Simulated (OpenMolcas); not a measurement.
Co3+.

```
Program             : OpenMolcas
Basis               : ANO-RCC-VTZP [6s5p3d2f1g]
Scalar Hamiltonian  : DKH2, point nucleus
Active space        : 12 electrons in 8 orbitals (RAS1 3p, at most 2 holes; RAS2 3d)
State averaging     : 2S+1 = 5 even, 5 roots; 2S+1 = 3 even, 45 roots; 2S+1 = 1 even, 44 roots
Spin-orbit coupling : state interaction with AMFI integrals over the reference wave functions, term energies averaged over their components
```

Two sets of levels on these reference wave functions, in cm⁻¹ above 3d⁶ ⁵D₄: one from RASSCF and one from MS-RASPT2, IPEA 0.25 Eh, imaginary shift 0.1 Eh (closed shells correlated: 3s).

| Level | Set 1 | Set 2 |
| --- | --- | --- |
| 3d⁶ ⁵D₄ | 0.0 | 0.0 |
| 3d⁶ ⁵D₃ | 661 | 659 |
| 3d⁶ ⁵D₂ | 1117 | 1115 |
| 3d⁶ ⁵D₁ | 1408 | 1406 |
| 3d⁶ ⁵D₀ | 1550 | 1549 |
| 3d⁶ ³P₂(1) | 23300 | 24550 |
| 3d⁶ ³P₁(1) | 25230 | 26500 |
| 3d⁶ ³P₀(1) | 26000 | 27250 |
| 3d⁶ ³H₆ | 23720 | 27670 |
| 3d⁶ ³F₄(1) [70 %] | 25700 | 27830 |
| 3d⁶ ³H₅ | 24040 | 27970 |
| 3d⁶ ³H₄ [73 %] | 24260 | 28340 |
| 3d⁶ ³F₃(1) | 26050 | 28370 |
| 3d⁶ ³F₂(1) | 26300 | 28620 |
| 3d⁶ ³G₅ | 29280 | 32920 |
| 3d⁶ ³G₄ | 29870 | 33470 |

**Question.** Which set is which?

**Answer.** Set 1 is MS-RASPT2. Its levels of the other terms of 3d⁶ lie at 0.86 to 0.95 of the other set's values, as expected, since terms of lower spin or lower L gain more correlation energy than the Hund ground term. Against 12 measured levels (Sugar and Corliss, J. Phys. Chem. Ref. Data 10, 1097 (1981)) the mean absolute deviation is 230 cm-1 with it and 2200 cm-1 without; single levels miss by up to 550 cm-1 with it.

CASPT2 breaks the degeneracy within a term, and the mean is taken; among the terms shown or strongly mixed into the levels shown the widest spread is 320 cm-1 (3d⁶ ³G, MS-RASPT2). Active for correlation alone: 3p; no level in the range computed is led by a configuration that opens it, so any true level of that kind is missing. Without dynamic correlation excited terms often stand tens of per cent too high (terms of higher spin than the ground term too low), and those without a measured partner can miss by more than the paired ones (holds for RASSCF). The CASPT2 spread within a term exceeds the gap to the next term for 3d⁶ ³H and 3d⁶ ³P(1), so the order of their levels is uncertain (holds for MS-RASPT2). Measured partners are found by configuration, term and J. A level has none where our copy of the source lacks it or the pairing is in doubt (some pairs that miss far off the trend of their configuration count as doubtful), and it then counts in no deviation. Only configurations of the active space appear. Levels that lie high or do not pair safely by name in every column are left out.

A share in square brackets marks a mixed level and gives the weight of the term that names it, the lowest over the columns. A number in round brackets counts repeated terms of one configuration in the order of the reference energies.
